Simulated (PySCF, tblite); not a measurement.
C5H11FOSi.
Atom-mapped SMILES: `[F:1][CH2:2][C@H:3]1[CH2:4][SiH2:5][CH2:6][CH2:7][O:8]1` (hydrogens: H9, H10 on C2; H11 on C3; H12, H13 on C4; H14, H15 on Si5; H16, H17 on C6; H18, H19 on C7)

Computed with GFN2-xTB (tblite), gas phase: Langevin dynamics at 400 K from the optimised GFN2-xTB geometry, time step 0.5 fs, friction 0.01 fs⁻¹, 2000 steps. Over the second half of the run the saved frames average 454 K.

Frame at 250 fs, instantaneous temperature 377 K:
```
atom  x, y, z in Å
F1      3.308   -0.571   -0.449
C2      2.295   -0.045    0.329
C3      0.809   -0.246   -0.076
C4      0.547   -1.754   -0.245
Si5    -1.282   -1.831   -0.725
C6     -2.181   -0.480    0.281
C7     -1.211    0.627    0.464
O8      0.064    0.353    0.889
H9      2.567    0.978    0.535
H10     2.420   -0.402    1.369
H11     0.680    0.294   -1.058
H12     1.262   -2.174   -0.969
H13     0.742   -2.323    0.604
H14    -1.868   -3.188   -0.475
H15    -1.479   -1.437   -2.103
H16    -3.240   -0.172    0.036
H17    -2.210   -0.823    1.316
H18    -1.693    1.242    1.181
H19    -1.016    1.169   -0.431
```

Frame at 425 fs, instantaneous temperature 566 K:
```
atom  x, y, z in Å
F1      3.450   -0.114   -0.399
C2      2.548   -0.302    0.616
C3      1.120   -0.605    0.100
C4      0.699   -2.037   -0.276
Si5    -1.230   -1.986   -0.443
C6     -2.071   -0.627    0.608
C7     -0.956    0.334    0.867
O8      0.272   -0.203    1.191
H9      2.290    0.687    1.164
H10     2.907   -1.116    1.296
H11     1.007    0.056   -0.788
H12     0.976   -2.321   -1.381
H13     0.920   -2.803    0.518
H14    -1.658   -3.364   -0.213
H15    -1.649   -1.538   -1.884
H16    -2.894   -0.107    0.100
H17    -2.329   -1.155    1.552
H18    -1.177    0.763    1.858
H19    -0.882    1.067   -0.010
```

Frame at 625 fs, instantaneous temperature 325 K:
```
atom  x, y, z in Å
F1      3.412    1.130    0.011
C2      2.902   -0.113    0.238
C3      1.358   -0.188    0.032
C4      0.861   -1.639    0.121
Si5    -0.914   -1.480   -0.375
C6     -1.489   -0.189    0.874
C7     -0.552    0.991    0.944
O8      0.813    0.557    1.050
H9      3.205   -0.385    1.287
H10     3.446   -0.843   -0.455
H11     1.254    0.333   -0.918
H12     1.510   -2.350   -0.515
H13     0.889   -2.063    1.143
H14    -1.504   -2.953   -0.273
H15    -1.093   -1.162   -1.739
H16    -2.485    0.141    0.853
H17    -1.444   -0.599    1.889
H18    -0.718    1.466    1.900
H19    -0.681    1.770    0.208
```

Frame at 800 fs, instantaneous temperature 471 K:
```
atom  x, y, z in Å
F1      3.707    0.977   -0.061
C2      2.885   -0.205   -0.145
C3      1.488    0.200   -0.411
C4      0.662   -1.043   -0.548
Si5    -1.153   -0.989    0.294
C6     -1.440    0.872    0.798
C7     -0.142    1.815    0.405
O8      1.049    1.152    0.627
H9      2.939   -0.655    0.821
H10     3.235   -0.860   -0.957
H11     1.481    0.811   -1.332
H12     0.574   -1.267   -1.641
H13     1.185   -1.939   -0.226
H14    -1.386   -1.835    1.467
H15    -2.015   -1.202   -0.991
H16    -2.280    1.410    0.271
H17    -1.476    1.128    1.815
H18    -0.203    2.750    1.003
H19    -0.106    2.008   -0.681
```

Frame at 1000 fs, instantaneous temperature 376 K:
```
atom  x, y, z in Å
F1      3.684    1.390   -0.251
C2      2.938    0.239   -0.161
C3      1.564    0.393   -0.791
C4      0.886   -1.020   -0.960
Si5    -0.477   -0.972    0.242
C6     -1.421    0.596   -0.013
C7     -0.450    1.777   -0.251
O8      0.879    1.296    0.002
H9      2.866    0.113    0.975
H10     3.359   -0.658   -0.557
H11     1.741    0.778   -1.780
H12     0.580   -1.211   -1.944
H13     1.679   -1.814   -0.893
H14     0.036   -1.076    1.630
H15    -1.391   -2.088    0.043
H16    -2.191    0.520   -0.792
H17    -1.896    0.828    0.910
H18    -0.623    2.506    0.566
H19    -0.402    2.240   -1.321
```

**Question.** What do single points at PBE0/pcSseg-1 (PySCF, gas phase) give on these frames?

**Answer.** 
| t (fs) | GFN2-xTB E above start (eV) | DFT E above lowest frame (eV) | HOMO (eV) | LUMO (eV) | dipole (D) |
| --- | --- | --- | --- | --- | --- |
| 250 | 0.97 | 0.19 | -7.69 | 1.02 | 1.84 |
| 425 | 1.17 | 0.33 | -7.56 | 0.67 | 1.62 |
| 625 | 0.88 | 0.00 | -7.49 | 0.74 | 1.94 |
| 800 | 1.17 | 0.38 | -7.17 | 0.27 | 2.81 |
| 1000 | 1.03 | 0.18 | -7.51 | 0.95 | 2.32 |

The two levels order the frames alike by energy but for pairs within 0.08 eV at one level; measured from each level's lowest frame they differ by 0.10 eV at most. The HOMO–LUMO gap runs from 7.44 to 8.71 eV. These are instantaneous structures, not minima.

**Question.** And the isotropic GIAO shieldings (ppm) from the same runs?

**Answer.** 
| atom | 250 fs | 425 fs | 625 fs | 800 fs | 1000 fs | mean | range |
| --- | --- | --- | --- | --- | --- | --- | --- |
| F1 | 434.6 | 410.5 | 402.3 | 382.4 | 402.2 | 406.4 | 52.2 |
| C2 | 98.6 | 87.0 | 87.4 | 95.3 | 89.9 | 91.6 | 11.6 |
| C3 | 111.2 | 100.8 | 109.4 | 102.4 | 117.1 | 108.2 | 16.3 |
| C4 | 176.6 | 160.4 | 170.5 | 180.5 | 180.3 | 173.7 | 20.1 |
| Si5 | 404.5 | 398.5 | 397.0 | 406.7 | 410.8 | 403.5 | 13.8 |
| C6 | 174.6 | 171.6 | 178.6 | 170.5 | 178.7 | 174.8 | 8.2 |
| C7 | 122.2 | 113.9 | 117.9 | 111.4 | 111.0 | 115.3 | 11.2 |
| O8 | 284.3 | 237.9 | 265.4 | 248.3 | 260.0 | 259.2 | 46.4 |
| H9 | 27.2 | 25.5 | 26.4 | 27.5 | 25.8 | 26.5 | 2.0 |
| H10 | 27.4 | 26.6 | 26.5 | 27.3 | 28.1 | 27.2 | 1.6 |
| H11 | 27.9 | 28.1 | 28.2 | 27.6 | 28.1 | 28.0 | 0.6 |
| H12 | 30.3 | 27.8 | 29.8 | 30.3 | 31.8 | 30.0 | 4.0 |
| H13 | 32.2 | 29.0 | 30.5 | 31.5 | 30.6 | 30.8 | 3.2 |
| H14 | 27.0 | 27.4 | 26.0 | 27.0 | 27.3 | 26.9 | 1.4 |
| H15 | 27.6 | 26.2 | 27.9 | 25.9 | 27.8 | 27.1 | 2.0 |
| H16 | 29.7 | 30.3 | 31.9 | 30.0 | 30.5 | 30.5 | 2.2 |

The cost below is that of the whole dynamics run. The run took 12 s of wall time on one thread of an Arm Neoverse V2 (shared host), and the process peaked at 0.18 GiB of memory.
